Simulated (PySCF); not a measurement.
NMR problem set

Theoretical values (PySCF 2.14.0 with density-fitted response routines): coordinates at the GFN2-xTB level, shieldings: GIAO PBE0/pcSseg-1. In vacuum, one averaged value for each set of equivalent atoms, one computed conformer, relativity neglected.

δ = σ(ref) − σ, references computed at the same level: TMS for $^{1}$H, $^{13}$C. Splittings of carbon signals by F and P are missing where no couplings were computed. Where no couplings were computed, multiplicities follow the n + 1 count of equivalent neighbours, and m marks all less simple cases (inequivalent or close neighbours, rings, F or P nearby). Acid and N–H amide carbonyl carbons lie up to 10 ppm further downfield in solution (hydrogen bonding). Shifts are as computed. Against solution values, carbons near 30 ppm lie about +3 ppm off and those near 130 ppm about +5 ppm (rms about the fit 2.1 ppm; single classes can miss by 10 ppm). Of 1328 compounds with measured shifts, 309 miss one by over three times the rms of a fit or turn the order of signals round; such compounds aren't used in these exercises. Signals without a measured value on file couldn't be tested in this way; 1H shifts scatter by 0.2 ppm about their fit, and single ones miss by 0.5 ppm. OH and NH positions are gas-phase values without hydrogen bonding to other molecules.

(1) C$_{5}$H$_{6}$F$_{3}$NO. $^{1}$H NMR (400 MHz, computed): δ 11.76 (br s, 1H), 5.23 (m, 1H), 2.86 (m, 1H), 2.59 (m, 1H), 2.38 (m, 1H), 2.28 (m, 1H). $^{13}$C{$^{1}$H} NMR (computed): δ 179.2 (C), 130.2 (C), 81.7 (CH), 35.0 (CH2), 21.3 (CH2). Give a structure.

(2) C$_{5}$H$_{6}$F$_{3}$NO. $^{1}$H NMR (600 MHz, computed): δ 6.66 (m, 1H), 6.12 (m, 1H), 5.32 (br, 1H), 3.18 (d, 3H). $^{13}$C{$^{1}$H} NMR (computed): δ 164.9, 148.0, 132.0, 130.2, 26.1. What is it?

Answers

(1) SMILES FC(O[C@@H]1/C(=N/[H])CC1)(F)F. The formula gives 2 degrees of unsaturation (1 ring in the answer). 5 carbon signals for 5 carbons: no two carbons are equivalent. Carbon types of the structure: 2 × C, 1 × CH, 2 × CH2, leaving 1 H on heteroatoms. δC 179.2: C=N carbon. δC 130.2: CF3 carbon; 4 electronegative neighbours deshield it. δC 81.7: sp3 CH bonded to O; the inductive effect lowers its shielding. δH 11.76: hydrogen on an imine nitrogen; labile proton, position sensitive to the medium.

This is the structure that produced the data. Such data don't tell enantiomers apart.

(2) SMILES CNC(=O)/C=C\C(F)(F)F. The formula gives 2 degrees of unsaturation (no ring in the answer). 5 carbon signals for 5 carbons: no two carbons are equivalent. Carbon types of the structure: 2 × C, 2 × CH, 1 × CH3, leaving 1 H on heteroatoms. δC 164.9: amide carbonyl carbon; lone-pair donation from the attached heteroatom keeps it upfield of a ketone carbonyl. δC 148.0: α carbon of a C=C–C=O unit; as expected for a trigonal carbon in a double bond. δC 132.0: CF3 carbon; 3 electronegative neighbours deshield it. δC 130.2: β carbon of a C=C–C=O unit; conjugation with the carbonyl draws π density from the β position.

This is the structure that produced the data.
